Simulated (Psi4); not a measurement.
disilazane (H₇NSi₂), singlet, geometry from GFN2-xTB; HF/STO-3G in Psi4.

The Psi4 input:
```
memory 2 GB

molecule {
0 1
  Si    1.49303295   -0.29467355    0.37775681
  N     0.07177708   -0.11245754   -0.59500001
  Si   -1.52266963    0.35803387   -0.10940318
  H     2.60085977   -0.44841929   -0.56612732
  H     1.61644865    0.91435503    1.18804151
  H     1.41022821   -1.47096761    1.25316965
  H     0.11743383   -0.57014488   -1.49085173
  H    -2.18929653   -0.69189990    0.67169837
  H    -2.25767966    0.60314487   -1.35098125
  H    -1.38552039    1.56409001    0.70310006
}

set basis sto-3g
set e_convergence 1e-10

energy('scf')
print_variables()
```

What the program printed (banner, timings and long lists left out):

```
   => Loading Basis Set <=

    Name: STO-3G
    Role: ORBITAL
    Keyword: BASIS

         ---------------------------------------------------------
                                   SCF
               by Justin Turney, Rob Parrish, Andy Simmonett
                          and Daniel G. A. Smith
                              RHF Reference
         ---------------------------------------------------------

  ==> Geometry <==

    Molecular point group: c1
    Full point group: C1

    Geometry (in Angstrom), charge = 0, multiplicity = 1:

       Center              X                  Y                   Z               Mass
    ------------   -----------------  -----------------  -----------------  -----------------
         SI           1.491893570832    -0.295936380517     0.383118035368    27.976926534650
         N            0.070637700832    -0.113720370517    -0.589638784632    14.003074004430
         SI          -1.523809009168     0.356771039483    -0.104041954632    27.976926534650
         H            2.599720390832    -0.449682120517    -0.560766094632     1.007825032230
         H            1.615309270832     0.913092199483     1.193402735368     1.007825032230
         H            1.409088830832    -1.472230440517     1.258530875368     1.007825032230
         H            0.116294450832    -0.571407710517    -1.485490504632     1.007825032230
         H           -2.190435909168    -0.693162730517     0.677059595368     1.007825032230
         H           -2.258819039168     0.601882039483    -1.345620024632     1.007825032230
         H           -1.386659769168     1.562827179483     0.708461285368     1.007825032230

  Running in c1 symmetry.

  Rotational constants: A =      0.83290  B =      0.10098  C =      0.09601 [cm^-1]
  Rotational constants: A =  24969.71405  B =   3027.29631  C =   2878.45190 [MHz]
  Nuclear repulsion =  157.314190560010189

  Charge       = 0
  Multiplicity = 1
  Electrons    = 42
  Nalpha       = 21
  Nbeta        = 21

  ==> Algorithm <==

  SCF Algorithm Type is DF.
  DIIS enabled.
  MOM disabled.
  Fractional occupation disabled.
  Guess Type is SAD.
  Energy threshold   = 1.00e-10
  Density threshold  = 1.00e-06
  Integral threshold = 1.00e-12

  ==> Primary Basis <==

  Basis Set: STO-3G
    Blend: STO-3G
    Number of shells: 20
    Number of basis functions: 30
    Number of Cartesian functions: 30
    Spherical Harmonics?: true
    Max angular momentum: 1

   => Loading Basis Set <=

[...]

                           Total Energy        Delta E     RMS |[F,P]|

   @DF-RHF iter SAD:  -626.06941954246372   -6.26069e+02   0.00000e+00
   @DF-RHF iter   1:  -629.02038445170615   -2.95096e+00   6.74093e-03 ADIIS/DIIS
   @DF-RHF iter   2:  -629.04713205387236   -2.67476e-02   2.07582e-03 ADIIS/DIIS
   @DF-RHF iter   3:  -629.04966614856482   -2.53409e-03   3.99066e-04 ADIIS/DIIS
   @DF-RHF iter   4:  -629.04981714356427   -1.50995e-04   5.05188e-05 DIIS
   @DF-RHF iter   5:  -629.04981990476165   -2.76120e-06   8.80855e-06 DIIS
   @DF-RHF iter   6:  -629.04982000433745   -9.95758e-08   1.22326e-06 DIIS
   @DF-RHF iter   7:  -629.04982000615212   -1.81467e-09   1.32853e-07 DIIS
   @DF-RHF iter   8:  -629.04982000617656   -2.44427e-11   2.61349e-08 DIIS
  Energy and wave function converged.

  ==> Post-Iterations <==

    Orbital Energies [Eh]
    ---------------------

    Doubly Occupied:

[...]
    Virtual:

[...]
    Final Occupation by Irrep:
              A
    DOCC [    21 ]
    NA   [    21 ]
    NB   [    21 ]

  @DF-RHF Final Energy:  -629.04982000617656

   => Energetics <=

    Nuclear Repulsion Energy =            157.3141905600101893
    One-Electron Energy =               -1188.0707736510066752
    Two-Electron Energy =                 401.7067630848197837
    Total Energy =                       -629.0498200061765601

Computation Completed

Properties will be evaluated at   0.000000,   0.000000,   0.000000 [a0]

Properties computed using the SCF density matrix

 Multipole Moments:

 ------------------------------------------------------------------------------------
     Multipole            Electronic (a.u.)      Nuclear  (a.u.)        Total (a.u.)
 ------------------------------------------------------------------------------------

 L = 1.  Multiply by 2.5417464519 to convert [e a0] to [Debye]
 Dipole X            :          0.0596256           -0.0904310           -0.0308053
 Dipole Y            :         -0.0617806           -0.1002291           -0.1620097
 Dipole Z            :         -0.4518802            0.4255125           -0.0263677
 Magnitude           :                                                    0.1670071

 ------------------------------------------------------------------------------------

  Variable Map:
  ----------------------------------------------------------------------------
[...]
  Array Variable Map:
  ----------------------------------------------------------------------------
[...]
[...]
```
